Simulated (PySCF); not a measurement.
Compound: C₅H₂FO₃S (doublet state).
Z-matrix (Å and degrees, GFN2-xTB geometry), rows numbered from 1:
```
O 
C   1  1.2011
O   2  1.3191  1  124.80
C   3  1.3773  2  113.53  1    -0.69
C   4  1.3417  3  123.10  2     0.08
S   5  1.6826  4  117.55  3  -179.59
C   6  1.8688  5   91.10  4    -2.26
F   7  1.3485  6  110.67  5   126.14
C   4  1.4613  3  121.28  2  -179.44
O   9  1.2010  4  128.39  3     0.74
H   2  1.0979  1  124.94  3   179.95
H   7  1.0972  6  107.83  5  -116.08
```

The hyperfine couplings belong to this conformer and change with its torsions.

The species is `O=COC1=[C]S[C@H](F)C1=O` [radical].

Computed, not measured: UKS B3LYP, pcH-1 on C F H O S, non-relativistic, mean-field spin-orbit, GIAO in PySCF 2.14.0. The structure is a single GFN2-xTB conformer in the gas phase; no vibrational or solvent corrections. The geometry wasn't refined by DFT: couplings that depend on bond lengths, twists or pyramidal angles can differ widely from those at the functional's own minimum. No stability test was run, so a lower SCF solution isn't excluded.

Q: What is the g tensor, term by term?

A: 
```
                    Δg (ppm)      1     2     3
relativistic mass correction   -226  -226  -226
            gauge correction     37    55   -10
   orbital Zeeman/spin–orbit  -1030   -89  3490
                       total  -1218  -260  3254
```

So g = 2.00110, 2.00206, 2.00557 and g_iso = 2.00291; the tensor is rhombic: the two nearest values differ by 21 % of g3 − g1. Axes: g1 points within 7° of the C5–S6 bond.

Q: What are the electron Larmor frequencies g μB B/h along the three axes at 350 mT?

A: 9.8028, 9.8075, 9.8247 GHz for g1, g2 and g3, a range of 21.9 MHz.

Q: How much does each term add to the isotropic shift?

A: The orbital-Zeeman/spin–orbit term 791, the mass correction -226 and the gauge correction 27 ppm, for a total of 592 ppm. The orbital-Zeeman/spin–orbit term is the largest in size. The mass correction is the same along every axis, so the anisotropy comes from the other two: their spans along these axes are 65 (gauge) and 4520 ppm (orbital Zeeman/spin–orbit).

Q: At 9.595 GHz, how far is the centre of the isotropic spectrum from where a free electron (g = 2.002319) resonates?

A: B = hν/(g μB) with μB/h = 13.99624 MHz/mT gives 342.37 mT for the free electron and 342.27 mT at g_iso, 0.10 mT lower.

Q: In a frozen sample, at which fields do the three g values resonate at 9.5, 34, 94 and 263 GHz (hyperfine left aside), and which band first spreads them over more than twice a line width of 1.0 mT?

A: 
```tsv
band	GHz	B(g3) mT	B(g2) mT	B(g1) mT	spread mT
X	9.5	338.43	339.03	339.19	0.76
Q	34.0	1211.24	1213.36	1213.94	2.71
W	94.0	3348.71	3354.59	3356.20	7.48
J	263.0	9369.27	9385.71	9390.21	20.94
```

The spread grows in proportion to the frequency. Q band is the first where it exceeds 2.0 mT.

Largest spin populations (Mulliken): C5 (+0.85), O1 (+0.11), C4 (-0.08) and C7 (+0.07). No atom but C5 exceeds +0.15.

The HOMO–LUMO gaps are 4.31 eV among the α and 3.22 eV among the β orbitals.

Time: 2.0 min (with the writing of density and orbital grids); peak memory 0.97 GiB. Hardware: one thread, Arm Neoverse V1 (aarch64), no GPU (shared host).
